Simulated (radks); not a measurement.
Results of a calculation; reference values are marked as such.
Task: Hf4+, 68 electrons, occupied as [Xe] 4f12 6p2 (not the ground configuration). Level of theory: Dirac Kohn-Sham, PBE, spin-unpolarised, spherical densities, finite nucleus; open shells fill j = l - 1/2 first; Fermi nuclear charge, rms radius 5.347 fm (a radial shooting solver on a logarithmic mesh with Libxc functionals). Some entries of the table are withheld. Estimate them.

orbital  occ.  eigenvalue (eV)  <1/r> (bohr^-1)
1s1/2       2        -65248.13            83.78
2s1/2       2        -11211.83            20.31
2p1/2       2        -10712.94            20.28
2p3/2       4        -9521.352            17.23
3s1/2       2        -2611.909            7.450
3p1/2       2        -2390.327              (1)
3p3/2       4        -2135.016              (2)
3d3/2       4        -1759.248            6.470
3d5/2       6        -1703.587            6.282
4s1/2       2              (3)            3.133
4p1/2       2        -492.4398              (4)
4p3/2       4        -433.4677              (5)
4d3/2       4        -283.6341            2.540
4d5/2       6        -272.7386            2.474
5s1/2       2        -126.3680            1.244
5p1/2       2         -98.6116            1.132
5p3/2       4         -89.1145            1.043
4f5/2       6         -86.6470              (6)
4f7/2       6         -84.7214              (7)
5d3/2       0         -50.6650           0.8076
5d5/2       0         -49.5228           0.7898
6s1/2       0         -41.6166           0.5344
6p1/2       2         -34.0746           0.4760
6p3/2       0         -32.1822           0.4509
5f5/2       0         -20.6042           0.4123
5f7/2       0         -20.5350           0.4106
7p1/2       0         -17.0257              (8)
7p3/2       0         -16.2989              (9)

Result: 
(1) 3p1/2 <1/r> (bohr^-1): 7.366
(2) 3p3/2 <1/r> (bohr^-1): 6.580
(3) 4s1/2 eigenvalue (eV): -583.4120
(4) 4p1/2 <1/r> (bohr^-1): 3.025
(5) 4p3/2 <1/r> (bohr^-1): 2.753
(6) 4f5/2 <1/r> (bohr^-1): 2.029
(7) 4f7/2 <1/r> (bohr^-1): 2.002
(8) 7p1/2 <1/r> (bohr^-1): 0.2684
(9) 7p3/2 <1/r> (bohr^-1): 0.2573
